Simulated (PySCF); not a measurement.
**Partial charges of `C=COC(=C)CO`**

Compound: C₅H₈O₂.
Z-matrix (Å and degrees, GFN2-xTB geometry), rows numbered from 1:
```
C 
C   1  1.3219
O   2  1.3621  1  121.53
C   3  1.3701  2  119.90  1   159.88
C   4  1.3257  3  125.82  2   -21.16
C   4  1.5126  3  109.85  2   160.77
O   6  1.4058  4  112.42  3   -52.89
H   1  1.0728  2  120.74  3   176.25
H   1  1.0750  2  121.41  3    -3.45
H   2  1.0837  1  122.68  3  -176.74
H   5  1.0730  4  120.25  3   179.75
H   5  1.0757  4  122.92  3    -1.40
H   6  1.1026  4  108.40  3    69.26
H   6  1.0903  4  110.23  3  -171.75
H   7  0.9655  6  107.70  4    51.38
```

Density: PBE0/pcSseg-1 (PySCF); schemes: Mulliken, IAO, Hirshfeld and ESP-fitted. One conformer (not necessarily the lowest) at the GFN2-xTB geometry, without solvent, vibrations or thermal averaging.

Problem. Atoms with like bonding are taken together and averaged. At which atom do the 4 schemes differ most?

Solution. At C5: from -0.645 (ESP-fitted) to -0.143 e (Hirshfeld), 0.502 e apart.

Problem. Which atoms carry the lowest charge in the Mulliken, IAO, Hirshfeld and ESP-fitted schemes?

Solution. The schemes don't all agree: Mulliken O3 (-0.459); IAO O7 (-0.545); Hirshfeld O7 (-0.236); ESP-fitted C5 (-0.645).

Problem. Tabulate the Mulliken, IAO, Hirshfeld and ESP-fitted charges.

Solution. In e; atoms taken as equivalent share a row and are averaged (×n: the atom named and its like, n in all):

```csv
atom,environment,Mulliken,IAO,Hirshfeld,ESP-fitted
C1,terminal =CH2 carbon,-0.208,-0.369,-0.130,-0.565
C2,vinylic carbon bearing oxygen,+0.072,+0.056,+0.030,+0.060
O3,ether oxygen,-0.459,-0.302,-0.079,-0.159
C4,vinylic carbon bearing oxygen,-0.028,+0.192,+0.072,+0.231
C5,terminal =CH2 carbon,-0.169,-0.409,-0.143,-0.645
C6,carbinol carbon (C–OH),+0.147,-0.056,-0.004,+0.033
O7,alcohol oxygen,-0.452,-0.545,-0.236,-0.567
H8,vinylic hydrogen,+0.127,+0.165,+0.053,+0.218
H9,vinylic hydrogen,+0.125,+0.162,+0.048,+0.226
H10,vinylic hydrogen,+0.120,+0.145,+0.052,+0.146
H11,vinylic hydrogen,+0.123,+0.164,+0.050,+0.215
H12,vinylic hydrogen,+0.126,+0.154,+0.042,+0.234
H13/H14,methylene hydrogen,+0.121,+0.146,+0.046,+0.095
H15,hydroxyl hydrogen,+0.235,+0.351,+0.152,+0.383
```

Mean size of the charges over all atoms: ESP-fitted 0.258 e, IAO 0.224 e, Mulliken 0.175 e, Hirshfeld 0.079 e. Each set sums to the total charge, 0, to within 0.001 e. The ESP scheme is a least-squares fit of atom-centred charges to the potential on four shells outside the van der Waals surface, with the total charge fixed.

Some averages cover members that differ in this geometry: H13/H14, ESP-fitted +0.051 to +0.139; H13/H14, IAO +0.133 to +0.160 e.

Problem. How many electrons does the Mulliken scheme count on C5?

Solution. Z − q = 6 − (-0.169) = 6.169.

Problem. Sum the charges by element.

Solution. 
```
element  atoms  Mulliken     IAO  Hirshfeld  ESP-fitted
      C      5    -0.186  -0.586     -0.175      -0.886
      O      2    -0.910  -0.847     -0.315      -0.726
      H      8    +1.096  +1.433     +0.490      +1.612
```

Problem. How closely do the schemes follow one another over all atoms?

Solution. Correlation coefficient and root-mean-square difference: IAO with Hirshfeld 0.99, 0.165 e; IAO with ESP-fitted 0.96, 0.100 e; Hirshfeld with ESP-fitted 0.95, 0.228 e; Mulliken with IAO 0.89, 0.123 e; Mulliken with Hirshfeld 0.87, 0.136 e; Mulliken with ESP-fitted 0.79, 0.201 e.

These values come from a run that also computed NMR shieldings. Hardware: one thread, Intel Xeon 6975P-C (x86_64) (shared host). Cost: 13 s wall, 0.72 GiB resident at most.
